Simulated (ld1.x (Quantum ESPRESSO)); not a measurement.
Pseudopotential generation for technetium (Tc): TM, PBE, fully relativistic.

ld1.x (Quantum ESPRESSO) 7.5 input, shortened:

```
&input
   title='Tc', zed=43., rel=2, dft='PBE', iswitch=3,
   config='[Kr] 4d5 5s2 5p0', rel_dist='average'
 /
 &inputp
   pseudotype=2, tm=.true., lloc=0,
   nlcc=.true., new_core_ps=.true., rcore=1.25
 /
3
5P  2  1   0.00   0.00  3.05  3.05  0.0
4D  3  2   5.00   0.00  2.52  2.52  0.0
5S  1  0   2.00   0.00  2.25  2.25  0.0
 &test
   configts(1)='4d5 5s2 5p0'
 /
```

Open shells are filled in proportion to 2j + 1 (rel_dist='average').

All-electron outer shells of the reference configuration (PBE, scalar-relativistic, ld1.x):

```tsv
shell	level (eV)	outermost node (bohr)	outermost maximum (bohr)
4s	-73.38	0.50	0.95
4p	-45.34	0.51	1.03
4d	-6.66	0.50	1.27
5s	-5.04	1.28	2.72
5p	-1.40	1.45	3.67
```

**Question.** Does the generator finish with these settings?

**Answer.** Yes, a potential is produced and its reference levels are reproduced.

**Question.** Estimate the cutoffs (Ry, on a coarse ladder) from which the occupation-weighted sum of valence levels, in a spherical-Bessel basis at the reference potential, stays within 10 and 1 mRy of its value at 400 Ry.

**Answer.** 35 Ry and 40 Ry.

**Question.** Does the potential have ghost states?

**Answer.** No extra level below or beside the all-electron valence levels (p1/2, p3/2, d3/2, d5/2, s, f tested).

**Question.** Which valence shell sets the plane-wave cutoff?

**Answer.** 4d: its level needs 35 Ry to come within 1 mRy, against 18 Ry for 5s.

**Question.** Tests: 4d5 5s1 5p0; 4d5 5s0 5p0; 4d4 5s0 5p0; 4d5 5s0 5p1; 4d5 5s0 5p2; 4d4 5s2 5p1; 4d6 5s0 5p0. Which has the largest error in its energy relative to the reference configuration, and how large is it?

**Answer.** 4d4 5s0 5p0, with -241 meV (all-electron minus pseudo) on +51.71 eV.
